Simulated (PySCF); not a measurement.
Pb(SH)4 at several levels of theory

Computed with PySCF 2.14.0 (density fitting, no spin-orbit coupling) at the geometry relaxed with B3LYP:

```xyz
9
Pb(SH)4 (singlet)
Pb    0.0000    0.0000    0.0000
S     1.4796    1.5660    1.3599
H     2.4297    0.6131    1.5208
S    -1.4796   -1.5660    1.3599
H    -2.4297   -0.6131    1.5208
S     1.5660   -1.4796   -1.3599
H     0.6131   -2.4297   -1.5208
S    -1.5660    1.4796   -1.3599
H    -0.6131    2.4297   -1.5208
```

```tsv
level	basis	state	HOMO (eV)	gap (eV)	charge on Pb1 (e)	dipole about the centre of mass (D)	largest force component (eV/Å)
B3LYP	Pb def2-SVP with ECP60, S def2-SVP, H def2-SVP	singlet	-7.17	3.47	0.53	0.00	0.01
TPSS	the same	singlet	-6.40	2.15	0.56	0.00	0.09
BP86	the same	singlet	-6.31	1.97	0.47	0.00	0.26
CAM-B3LYP	the same	singlet	-8.74	6.12	0.53	0.00	0.35
B3LYP	Pb def2-TZVP with ECP60, S def2-TZVP, H def2-TZVP	singlet	-7.41	3.46	0.79	0.00	0.30
B3LYP	Pb x2c-SVPall, S x2c-SVPall, H x2c-SVPall	singlet	-7.16	3.44	0.58	0.00	0.06
```

Charges are Mulliken's, which hang on the basis. The relaxation used the grid (50, 194), these runs (75, 302) or, all-electron (x2c bases, spin-free X2C Hamiltonian), (99, 590).

Task: What does BLYP with Pb def2-SVP with ECP60, S def2-SVP, H def2-SVP give here?

Result: state singlet, HOMO (eV) -5.95, gap (eV) 1.96, charge on Pb1 (e) 0.45, dipole about the centre of mass (D) 0.00, largest force component (eV/Å) 0.42. Time: 7.5 s on 2 threads of Arm Neoverse V1 (shared host), from an already converged density.

In the first row's basis the gap widens with exact exchange: 2.0 to 2.1 eV for BLYP, BP86, TPSS (none); 3.5 eV for B3LYP (a fixed share); 6.1 eV for CAM-B3LYP (rising or full at long range).

A frequency check found unstable modes (1, the lowest at -37 cm⁻¹), so the relaxed geometry is a saddle point, or these are noise.
